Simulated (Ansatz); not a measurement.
System: 4,4-dimethylpent-1-ene, C₇H₁₄ (charge 0, singlet). SMILES: CC(CC=C)(C)C
Structure (B3LYP-D3(BJ)/def2-TZVP (Ansatz, a quantum-chemistry and plane-wave program) minimum search):
```
C
C 1 1.5320
H 2 1.0906 1 111.31
H 2 1.0922 3 108.18 1 121.72
H 2 1.0926 3 107.76 4 116.42
C 1 1.5329 2 109.38 3 -179.42
H 6 1.0922 1 110.85 2 -59.43
H 6 1.0924 7 107.88 1 -121.79
H 6 1.0926 7 107.90 8 -116.35
C 1 1.5333 2 109.67 3 60.93
H 10 1.0909 1 111.67 2 -56.70
H 10 1.0921 11 107.53 1 -121.33
H 10 1.0928 11 108.10 12 -116.14
C 1 1.5507 2 110.03 3 -61.01
H 14 1.0938 1 108.45 2 -60.58
H 14 1.0962 15 106.77 1 115.75
C 14 1.4966 15 109.18 16 117.57
C 17 1.3271 14 124.95 15 7.73
H 18 1.0826 17 121.77 14 -179.81
H 18 1.0845 19 116.81 17 -179.84
H 17 1.0863 18 118.60 19 -0.01
```

Quantity: atomisation energy (electronic, to ground-state atoms), in eV. Correlated levels leave the core frozen unless marked. Open shells are spin-unrestricted. Spin-orbit coupling is left out. No relativistic terms. The coupled-cluster limit lacks core correlation, which all-electron functionals hold. Basis-set limits of correlation are two-point, X^-3; Hartree-Fock from the larger set. [CCSD(T)-MP2]/basis is that difference in the basis named.

```
level                                                                 program  atomisation energy (eV)  minus last row
-------------------------------------------------------------  --------------  -----------------------  --------------
HF/cc-pVTZ                                                             Ansatz                    67.10          -21.36
SVWN5/def2-TZVPD                                                       Ansatz                   100.06           11.60
PBE0/def2-SVP                                                          Ansatz                    89.52            1.06
PBE0/def2-TZVP                                                         Ansatz                    88.63            0.17
PBE0/def2-QZVPP                                                        Ansatz                    88.74            0.28
CAM-B3LYP-D4/def2-TZVPD                                        Ansatz + dftd4                    88.77            0.31
LC-wPBE-D3(BJ)/def2-TZVPD                                      Ansatz + dftd3                    88.71            0.25
LC-wPBE/def2-TZVPD                                                     Ansatz                    88.23           -0.23
B2PLYP-D4/def2-TZVPD                                           Ansatz + dftd4                    87.65           -0.81
MP2/6-31G                                                              Ansatz                    77.78          -10.68
MP2/cc-pVTZ                                                            Ansatz                    87.48           -0.98
RI-MP2/cc-pVTZ                                                         Ansatz                    87.47           -0.99
SCS-MP2/6-31G*                                                         Ansatz                    81.51           -6.95
SCS-MP2/aug-cc-pVTZ                                                    Ansatz                    87.57           -0.89
CCSD/STO-3G                                                            Ansatz                    92.78            4.32
CCSD/aug-cc-pVTZ                                                       Ansatz                    85.86           -2.60
CCSD(T)/STO-3G                                                         Ansatz                    92.88            4.42
CCSD(T)/6-31G*                                                         Ansatz                    81.50           -6.96
CCSD(T)/cc-pVDZ                                                        Ansatz                    82.77           -5.69
RI-MP2/CBS(aug-cc-pVTZ,aug-cc-pVQZ)+[CCSD(T)-MP2]/aug-cc-pVDZ          Ansatz                    88.35           -0.11
RI-MP2/CBS(aug-cc-pVTZ,aug-cc-pVQZ)+[CCSD(T)-MP2]/aug-cc-pVTZ          Ansatz                    88.46            0.00
```
